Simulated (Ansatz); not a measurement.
Computed with Ansatz on PBE0-D4/def2-TZVP structures; ΔE is electronic, products minus reactants. CCSD(T)/CBS adds triple-zeta CCSD(T) − MP2 to the extrapolated MP2 energy (def2 sets, frozen cores). This one scheme is used for every species, atoms too. DFT in def2-TZVPP. No spin–orbit coupling; open shells (•) take unrestricted orbitals. Spin–orbit coupling would lower the free atoms: a little for C, S, Si. Each species was taken in one conformer, which may not be the lowest.

Consider the atomization: `N=C1[SiH2]S1` → C• + 3 H• + N• + S• + Si•.

(1) What is ΔE at CCSD(T)/CBS? (Best estimate.)

(2) What do these levels give: PBE-D4, r2SCAN, r2SCAN0, BHLYP, CCSD/def2-TZVPP, HF/CBS(def2)? (An estimate is asked.)

Largest T1 diagnostic among the species: 0.017.

## Answers

(1) Computed: +25.22 eV.

(2) Computed: PBE-D4 26.35, r2SCAN 25.45, r2SCAN0 24.72, BHLYP 23.91, CCSD/def2-TZVPP 23.59, HF/CBS(def2) 16.40 eV.

From BLYP to BHLYP (50 % exact exchange), in def2-TZVPP and without D4, ΔE moves by −1.30 eV: exact exchange takes away binding that semilocal exchange gives to molecules. At CCSD(T), def2-SVP lies −2.16 eV from the extrapolated value and def2-TZVPP −0.95 eV: correlation converges slowly with the basis, and small sets miss more of it in the bonded molecule than in its fragments.

For atomizations the MP2-based limit and the directly extrapolated one differ by several kJ/mol either way, and by 10 to 25 for some Ge, Se and Sn compounds, so smaller differences from it don't rank the levels.
